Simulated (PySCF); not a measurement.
## CuO⁻: energy against distance

Set-up: Cu def2-TZVPPD, O def2-TZVPPD; no relativity (PySCF 2.14). Energies in eV from Cu (3d10 4s1) + O⁻ in their ground configurations at the same level. All curves are PBE0. state 1: ¹Σ⁺ (singlet), closed shell; state 2: ³Π (triplet), unpaired electrons σ ↑, π ↑, a second solution, started from another occupation; state 3: ³Σ⁺ (triplet), unpaired electrons σ ↑↑, a second solution, started from another occupation.

```csv
R (Å),state 1,state 2,state 3
1.457,-1.490,-0.806,-0.443
1.525,-2.093,-1.565,-1.138
1.592,-2.412,-2.019,-1.524
1.643,-2.518,-2.220,-1.670
1.694,-2.542,-2.337,-1.729
1.745,-2.506,-2.393,-1.726
1.813,-2.393,-2.402,-1.662
1.897,-2.185,-2.347,-1.533
1.999,-1.888,-2.226,-1.367
2.134,-1.471,-2.027,-1.171
```

**Question.** Put a parabola through the three lowest points of the state 1 curve and estimate Re, k and ωe (reduced mass 12.75 u; 1 eV/Å² = 0.16022 mdyn/Å; ωe = 1302.8·√(k/μ) cm⁻¹).

**Answer.** Through R = 1.643, 1.694, 1.745 Å the second-order coefficient is 11.5 eV/Å², so Re ≈ 1.689 Å, k ≈ 3.70 mdyn/Å and ωe ≈ 701 cm⁻¹. A polynomial fit of higher order to the unrounded PBE0 energies gives Re = 1.687 Å, k = 3.88 mdyn/Å, ωe = 719 cm⁻¹; anharmonicity and rounding make the difference.

The higher-order fit for each curve: state 1: Re = 1.687 Å, ωe = 719 cm⁻¹, De = 2.54 eV; state 2: Re = 1.788 Å, ωe = 515 cm⁻¹, minimum 2.41 eV below the ground-state fragments; state 3: Re = 1.716 Å, ωe = 654 cm⁻¹, minimum 1.73 eV below the ground-state fragments.

For an ion De counts to the pair picked by the measured ionisation energies or electron affinities, which need not be the lowest pair at this level. The highest Kohn–Sham level is positive in this anion. Much of that is self-interaction error, but it also means that the finite basis helps to hold the extra electron.
